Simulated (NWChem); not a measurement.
Molecule: CH$_{5}$NOSe; SMILES CO[Se]N

```xyz
9

Se     0.4662    -0.4690     0.1593
O      0.0768     1.2220     0.7099
C     -0.3199     2.1215    -0.2913
H     -1.2941     1.8488    -0.7407
H     -0.4332     3.1085     0.1849
H      0.4226     2.2064    -1.1059
N     -1.1237    -1.2704    -0.0567
H     -1.6873    -0.9705    -0.8465
H     -1.6740    -1.4097     0.7860
```
Atoms are numbered in this order, from 1.

Results from NWChem. Pople sets run with spherical d functions. All runs use the structure optimised with PBE0/def2-SVP. GIAO values for the isolated, static molecule; σ is the absolute isotropic shielding, δ = σ(reference) − σ with the isolated reference molecule computed at the same levels (13C: tetramethylsilane, 1H: tetramethylsilane, 15N: ammonia, 17O: water). Spin-orbit effects, on the heavy nuclei and on their neighbours, are missing.

Predict the results for B3LYP/6-31G*. Quantities: σ Se1 (ppm); δ O2 (ppm); δ C3 (ppm); δ H4 (rotor mean) (ppm); δ N7 (ppm); δ H8 (ppm); δ H9 (ppm).


```
Property                 Result
-----------------------  ------
σ Se1 (ppm)               463.2
δ O2 (ppm)                 75.8
δ C3 (ppm)                 57.2
δ H4 (rotor mean) (ppm)    3.51
δ N7 (ppm)                 57.9
δ H8 (ppm)                 3.77
δ H9 (ppm)                 3.07
```
